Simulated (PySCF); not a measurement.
A structure optimised at PBE-D3(BJ)/def2-SVP, used in a PySCF frequency run:

```
Si
O 1 1.6728
Si 2 1.6801 1 137.98
H 3 1.5007 2 106.93 1 174.38
H 3 1.5034 4 109.41 2 -120.19
H 3 1.5047 4 109.32 5 -119.63
C 1 1.8684 2 109.07 3 128.54
H 7 1.1079 1 110.57 2 -59.30
H 7 1.1084 8 108.36 1 121.69
H 7 1.1093 8 108.35 9 117.49
C 1 1.8699 2 109.71 3 -106.08
H 11 1.1080 1 110.62 2 59.44
H 11 1.1085 12 108.25 1 -121.68
H 11 1.1093 12 108.35 13 -117.43
Cl 1 2.1045 2 107.24 3 11.15
```

Write its SMILES and formula.

C[Si](C)(Cl)O[SiH3], C2H9ClOSi2

What are its rotational constants (standard atomic weights)?

2.0958, 1.2712, 1.0764 GHz
